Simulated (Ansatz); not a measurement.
Consider the substitution at a C–O bond: `C[O][K]` + `[OH][GeH]([F])[F]` → `C[O][GeH]([F])[F]` + `[OH][K]`.

Program: Ansatz. Geometries: PBE0-D4/def2-TZVP. ΔE: electronic, gas phase. CBS: MP2 limit from def2 TZ/QZ plus the TZ coupled-cluster correction, frozen cores. For Ge, K outer-core shells are correlated without core-valence functions, which leaves a few kJ/mol of doubt a bond. Scalar relativity is left out up to krypton. One conformer a species, not always the lowest.

```
             level  ΔE (kJ/mol)
SCS-MP2/def2-TZVPP          3.7
      HF/CBS(def2)          6.8
```

Question: What does CCSD(T)/CBS give? (An estimate is asked.)

Answer: Ansatz gave: -0.4 kJ/mol. The listed levels differ from it by 4.1, 7.2 kJ/mol.

Largest T1 diagnostic among the species: 0.012.

Leaving LDA and LC-ωPBE aside and taking each functional with its dispersion term where it has one, the values, not all of them listed here, spread over 6.6 kJ/mol, from CAM-B3LYP-D4 to B97M-V. At CCSD(T), def2-SVP lies +24.7 kJ/mol from the extrapolated value and def2-TZVPP +6.1 kJ/mol.
